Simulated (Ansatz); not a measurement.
`[SiH3][SiH2][SiH2][SiH2][SiH2][SiH3]` + `[SiH3][SiH2][SiH2][GeH3]` → `[SiH3][SiH2][SiH2][GeH2][SiH2][SiH3]` + `[SiH3][SiH2][SiH2][SiH3]`  (formal exchange of groups at the Si–Si bond)

Calculated with Ansatz (gas phase, PBE0-D4/def2-TZVP geometries, no zero-point term in ΔE). CBS: MP2 limit from def2 TZ/QZ plus the TZ coupled-cluster correction, frozen cores. Functionals use def2-TZVPP. For Ge outer-core shells are correlated without core-valence functions, which leaves a few kJ/mol of doubt a bond. Scalar relativity is left out up to krypton. Each species was taken in one conformer, which may not be the lowest.

`[SiH3][SiH2][SiH2][SiH2][SiH2][SiH3]`:

Cartesian coordinates in Å:
```
Si -1.506 -1.072 1.967
Si 0.833 -1.082 2.043
Si 1.789 0.745 0.931
Si 1.919 0.353 -1.372
Si -0.171 -0.302 -2.190
Si -1.778 1.280 -1.566
H -2.022 0.211 2.514
H -2.044 -2.193 2.785
H -2.002 -1.228 0.574
H 1.347 -2.347 1.447
H 1.243 -1.054 3.476
H 0.964 1.959 1.183
H 3.155 0.997 1.472
H 2.929 -0.712 -1.626
H 2.361 1.593 -2.071
H -0.141 -0.433 -3.674
H -0.514 -1.632 -1.613
H -1.546 2.541 -2.322
H -3.157 0.799 -1.844
H -1.660 1.579 -0.114
```

`[SiH3][SiH2][SiH2][GeH3]`:

Cartesian coordinates in Å:
```
Si 0.253 1.062 2.091
Si -0.366 -1.021 1.228
Si -1.005 -0.786 -1.007
Ge 0.743 0.261 -2.238
H -0.881 2.017 1.974
H 0.646 0.959 3.523
H 1.405 1.599 1.317
H -1.476 -1.600 2.037
H 0.798 -1.948 1.303
H -2.228 0.062 -1.086
H -1.317 -2.111 -1.611
H 0.962 1.695 -1.728
H 0.408 0.325 -3.738
H 2.058 -0.516 -2.065
```

`[SiH3][SiH2][SiH2][GeH2][SiH2][SiH3]`:

Cartesian coordinates in Å:
```
Si 0.907 -2.097 -1.414
Si 2.111 -0.697 0.022
Si 1.777 1.523 -0.620
Ge -0.560 1.986 -0.659
Si -1.612 1.280 1.361
Si -2.142 -0.998 1.352
H 1.539 -2.081 -2.761
H 0.872 -3.497 -0.914
H -0.490 -1.603 -1.549
H 3.556 -1.058 -0.011
H 1.623 -0.861 1.420
H 2.435 2.453 0.340
H 2.360 1.754 -1.971
H -0.787 3.498 -0.856
H -1.210 1.260 -1.852
H -0.712 1.581 2.510
H -2.872 2.053 1.554
H -2.913 -1.349 2.575
H -2.968 -1.318 0.157
H -0.912 -1.831 1.316
```

`[SiH3][SiH2][SiH2][SiH3]`:

```xyz
14

Si    1.910    1.295    0.536
Si    0.282   -0.012    1.590
Si   -1.588   -0.220    0.201
Si   -0.946   -1.123   -1.858
H     3.093    1.496    1.415
H     2.354    0.626   -0.717
H     1.342    2.625    0.186
H     0.840   -1.367    1.863
H    -0.099    0.605    2.892
H    -2.185    1.127   -0.017
H    -2.618   -1.089    0.837
H    -2.121   -1.327   -2.748
H     0.009   -0.203   -2.532
H    -0.273   -2.433   -1.649
```

```csv
level,ΔE (kcal/mol)
ωB97X-V,-3.1
revPBE,-2.6
r2SCAN,-3.0
r2SCAN0,-3.2
LC-ωPBE,-2.7
CCSD(T)/def2-SVP,-3.0
HF/def2-TZVPP,-3.9
SCS-MP2/def2-TZVPP,-4.4
```

(1) What does CCSD(T)/CBS give? (Estimate.)

Largest T1 diagnostic among the species: 0.014.

## Answers

(1) Ansatz gave: -3.8 kcal/mol. The listed levels differ from it by 0.7, 1.2, 0.8, 0.6, 1.1, 0.8, -0.1, -0.6 kcal/mol.

At CCSD(T), def2-SVP lies +0.8 kcal/mol from the extrapolated value and def2-TZVPP +0.1 kcal/mol. Leaving LDA and LC-ωPBE aside and taking each functional with its dispersion term where it has one, the values, not all of them listed here, spread over 2.5 kcal/mol, from B2PLYP to B97M-V.
